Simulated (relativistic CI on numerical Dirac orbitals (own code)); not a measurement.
# Radial parameters of Ga25+

Method of calculation: Dirac-Coulomb-Breit CI, orbitals from a KLI potential per configuration, model QED (radiative potential, 1s self-energy scaled to tabulated hydrogen-like ionisation energies), unscaled Slater integrals (own radial code, finite nucleus).

Slater integrals F^k, G^k are unscaled and averaged over j, outside the closed core 1s2; ζ comes from projecting the Hamiltonian with its Breit term on Σ l·s of the shell.

- 2s2 2p2: F^2(2p,2p) = 543890, ζ(2p) = 168210 cm⁻¹; <r>(2p) = 0.1755, <r^2>(2p) = 0.03725 (bohr units).
- 2s 2p3: F^2(2p,2p) = 542670, G^1(2s,2p) = 579710, ζ(2p) = 166850 cm⁻¹; <r>(2s) = 0.2042, <r^2>(2s) = 0.04889, <r>(2p) = 0.1759, <r^2>(2p) = 0.03741 (bohr units).
- 2p4: F^2(2p,2p) = 540770, ζ(2p) = 165530 cm⁻¹; <r>(2p) = 0.1765, <r^2>(2p) = 0.03766 (bohr units).

Averages of the first 10 configurations, taken without configuration mixing, which lowers the lowest level and can move excited configurations by several eV; other configurations of the list can lie among them:

```json
{"Configuration": "2s2 2p2", "Parity": "even", "States": "15", "Average energy above the lowest level (eV)": "44.1"}
{"Configuration": "2s 2p3", "Parity": "odd", "States": "40", "Average energy above the lowest level (eV)": "161.6"}
{"Configuration": "2p4", "Parity": "even", "States": "15", "Average energy above the lowest level (eV)": "302.4"}
{"Configuration": "2p3 3s", "Parity": "odd", "States": "40", "Average energy above the lowest level (eV)": "1685.7"}
{"Configuration": "2p3 3p", "Parity": "even", "States": "120", "Average energy above the lowest level (eV)": "1720.1"}
{"Configuration": "2p3 3d", "Parity": "odd", "States": "200", "Average energy above the lowest level (eV)": "1754.8"}
{"Configuration": "2s2 2p 3s", "Parity": "odd", "States": "12", "Average energy above the lowest level (eV)": "1458.8"}
{"Configuration": "2s2 2p 3p", "Parity": "even", "States": "36", "Average energy above the lowest level (eV)": "1496.6"}
{"Configuration": "2s2 2p 3d", "Parity": "odd", "States": "60", "Average energy above the lowest level (eV)": "1531.6"}
{"Configuration": "2s 2p2 3s", "Parity": "even", "States": "60", "Average energy above the lowest level (eV)": "1560.4"}
```
